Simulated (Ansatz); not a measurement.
This geometry of BClH₆OSi (10 atoms, charge 0, multiplicity 1) is a first-order saddle point.

Level of theory: RKS CAM-B3LYP-D4/def2-SVP (Ansatz).

```xyz
10
Properties=species:S:1:pos:R:3
B -0.081 -0.222 0.021
Cl 0.198 0.060 2.168
H 0.823 0.404 -0.461
H -1.234 0.046 -0.205
O 0.203 -1.661 0.256
Si -0.721 -2.978 -0.278
H -0.066 -4.188 0.270
H -2.111 -2.853 0.230
H -0.705 -2.982 -1.760
H 0.354 -1.250 1.476
```

Problem. Which two structures does it join? (They come from a converged band through this point; their orientation in space is the band's.)

Solution. Bonds broken: B1–Cl2, O5–H10. Bonds formed: Cl2–H10. BClH6OSi becomes BH5OSi + ClH.

Initial state:

```xyz
10
Properties=species:S:1:pos:R:3
B -0.092 -0.148 0.210
Cl -0.537 0.207 1.965
H 0.846 0.499 -0.188
H -1.060 -0.224 -0.523
O 0.416 -1.694 0.266
Si -0.763 -2.879 -0.190
H -0.154 -4.170 0.215
H -2.023 -2.620 0.537
H -0.898 -2.769 -1.655
H 0.926 -1.826 1.082
```

Final state:

```xyz
10
Properties=species:S:1:pos:R:3
B 0.081 -0.193 -0.760
Cl 0.254 -1.485 3.217
H 0.595 0.805 -0.316
H -0.187 -0.314 -1.935
O -0.192 -1.198 0.099
Si -0.885 -2.734 -0.105
H 0.133 -3.736 0.286
H -2.073 -2.803 0.776
H -1.267 -2.893 -1.531
H 0.201 -1.072 1.987
```

Problem. How far does it lie above each of them?

Solution. 0.74 eV above the first and 0.84 eV above the second. This is the barrier of this one path; another mechanism may lie lower. The orbitals stay closed-shell, which can raise the energy where a bond breaks towards radicals; this wasn't checked here.

Time of the run: 6 min on 4 threads of Arm Neoverse V1, with other jobs on the host, peak memory 0.24 GiB.
